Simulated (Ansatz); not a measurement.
`FB(F)Cl` + `CNC` → `CN(C)B(F)F` + HCl at 700 K and 1 bar (ligand exchange at a B–Cl bond).

Gas-phase electronic energies from Ansatz, PBE0-D4/def2-TZVP geometries. CCSD(T)/CBS adds triple-zeta CCSD(T) − MP2 to the extrapolated MP2 energy (def2 sets, frozen cores). This one scheme is used for every species. One conformer a species, not always the lowest.

```tsv
species	CCSD(T)/CBS energy (Eh)	H − E (kJ/mol)	S (J/(mol·K))
`FB(F)Cl`	-684.31926	67.3	330.2
`CNC`	-135.00321	296.9	352.4
`CN(C)B(F)F`	-358.96075	324.2	452.1
HCl	-460.38127	38.4	211.8
```

H − E and S are ideal-gas, rigid-rotor, harmonic terms from PBE0-D4/def2-TZVP, for one conformer and one mirror image of each species. 1 Eh = 2625.50 kJ/mol, R = 8.31446 J/(mol·K).

Task: By hand: ΔE, ΔH, ΔS and ΔG.

Result: ΔE = (-358.96075) + (-460.38127) − (-684.31926) − (-135.00321) = -0.01955 Eh = -51.3 kJ/mol. Δ(H − E) = 324.2 + 38.4 − 67.3 − 296.9 = -1.6, so ΔH = -52.9 kJ/mol. ΔS = 452.1 + 211.8 − 330.2 − 352.4 = -18.7 J/(mol·K). ΔG = -52.9 − 700 × (-18.7)/1000 = -39.8 kJ/mol.

Task: By hand: the equilibrium constant, and the temperature at which ΔG would vanish if ΔH and ΔS stayed fixed.

Result: log₁₀ K = −ΔG/(RT ln 10) = 3.0. ΔG = 0 at ΔH/ΔS = 2829 K, far beyond where these terms or the molecules hold.

ΔH outweighs TΔS. A doubt of 5 kJ/mol in ΔE shifts log₁₀ K by 0.4 here. Other conformers and mirror images would add mixing entropy, several J/(mol·K) or more a flexible species. These are equilibria of isolated gas molecules and say nothing of rates. Largest T1 diagnostic: 0.012 (customary marks: 0.02 for closed shells, 0.045 for open ones).
